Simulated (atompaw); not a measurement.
## Zr: one change to a PAW (atompaw) potential, before and after

zirconium, PAW, made with atompaw 4.2.0.5 (PBE, scalar-relativistic). Core [Ar] 3d10, reference 4s2 4p6 4d2 5s1.75 5p0.25. Waves: 4s (bound): rc 1.55 bohr; 5s (bound): rc 2.80 bohr; 4p (bound): rc 1.85 bohr; 5p (bound): rc 2.80 bohr; 4d (bound): rc 2.80 bohr; 4d channel at 1 Ry: rc 2.80 bohr. Local part: troulliermartins scheme with l = 3 at 0.5 Ry, radius 2.70 bohr. Core correction: smooth core density matched at 2.15 bohr. Augmentation charge: sinc compensation charge, radius 2.20 bohr; PAW radius 2.80 bohr; waves and projectors: custom polynom2 7 10 vanderbiltortho.

Change: all radii scaled by about 1.16 (s 1.80, p 2.16, d 3.26 bohr); local potential troulliermartins scheme with l = 3 at 0.5 Ry, radius 3.16 bohr; augmentation sinc compensation charge, radius 2.56 bohr; PAW radius 3.26 bohr; waves and projectors: custom polynom2 7 10 vanderbiltortho; core correction smooth core density matched at 2.50 bohr.

Cutoffs: the cutoffs (Ry, on a coarse ladder) from which the occupation-weighted sum of valence levels, in a spherical-Bessel basis at the reference potential, stays within 10 and 1 mRy of its value at 400 Ry; they do not see the model core or the augmentation charge, which bear on the density cutoff.

Q: What does the change do?

A: The potential gets softer (21 Ry and 40 Ry → 18 Ry and 30 Ry); neither file shows a bound ghost. A larger radius leaves more room for a smooth pseudo-wave, so fewer plane waves are needed.

```csv
quantity,base,changed
"cutoff, loose",21 Ry,18 Ry
"cutoff, tight",40 Ry,30 Ry
loose cutoff by channel (10 mRy a level),"s 12 Ry, p 18 Ry, d 12 Ry","s 15 Ry, p 12 Ry, d 8 Ry"
bound ghosts,none,none
lowest overlap eigenvalue by channel,"s 0.34, p 0.47, d 0.91","s 0.31, p 0.54, d 0.91"
```

 The cutoffs see the waves, projectors and local potential, not the compensation charge or the core.
